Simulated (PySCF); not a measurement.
Compound: C₅H₉O₂P.
SMILES: `C#C[P@@](=O)(O)C(C)C`

Vertical excitations from PySCF (density fitting, frozen core in the response, grid level 2 and gas phase unless stated; continuum runs use non-equilibrium linear response for the excitations) on a GFN2-xTB geometry. Reference run:

```csv
settings,"S1, eV (f)","S2, eV (f)","S3, eV (f)","S4, eV (f)","S5, eV (f)","S6, eV (f)","T1, eV (Tamm–Dancoff)",mean α (au)
"B3LYP/def2-SVPD, full TDDFT, 8 singlets",6.06 (0.000),6.26 (0.007),6.36 (0.002),6.39 (0.003),6.46 (0.002),7.01 (0.030),5.08,87.1
```

**Question.** What do these settings give: (1) B97-D/def2-SVPD, level shift 0.3 Eh, energy threshold 1e-08 Eh, TDA, 3 singlets; (2) PBE0/cc-pVDZ, TDA, 3 singlets?

**Answer.** 
```csv
settings,"S1, eV (f)","S2, eV (f)","S3, eV (f)","S4, eV (f)","S5, eV (f)","S6, eV (f)","T1, eV (Tamm–Dancoff)",mean α (au)
"B97-D/def2-SVPD, level shift 0.3 Eh, energy threshold 1e-08 Eh, TDA, 3 singlets",5.55 (0.004),5.66 (0.000),5.78 (0.004),–,–,–,–,89.5
"PBE0/cc-pVDZ, TDA, 3 singlets",6.19 (0.000),6.40 (0.008),6.53 (0.001),–,–,–,5.01,74.4
```

(1) S1 moves by -0.51 eV; functional and response scheme change together, so the shift can't be laid on one. (2) S1 moves by +0.13 eV; functional, basis and response scheme change together, so the shift can't be laid on one. States are counted by energy in each run and needn't keep their character from row to row.

**Question.** Which orbital pairs make up S1 in each run, and how does it sit against the orbital gap?

**Answer.** 
| settings | S1 configurations (weight) | S1 (eV) | orbital gap (eV) | S1 − gap (eV) |
| --- | --- | --- | --- | --- |
| B3LYP/def2-SVPD, full TDDFT, 8 singlets | H−1→L 0.41, H→L 0.27, H−1→L+1 0.10 | 6.06 | 7.30 | -1.24 |
| B97-D/def2-SVPD, level shift 0.3 Eh, energy threshold 1e-08 Eh, TDA, 3 singlets | H→L 0.98 | 5.55 | 5.47 | +0.08 |
| PBE0/cc-pVDZ, TDA, 3 singlets | H−1→L 0.35, H−1→L+1 0.17, H→L 0.15 | 6.19 | 7.77 | -1.58 |

Shape of the structure used: `[CH:1]#[C:2][P@@:3](=[O:4])([OH:5])[CH:6]([CH3:7])[CH3:8]`: C2–P3–C6–C7 -56°, H–O5–P3–C2 -112°.

One conformer stands for the species.

Note: B97-D ran without an empirical dispersion term, which enters the total energy and its gradient alone.
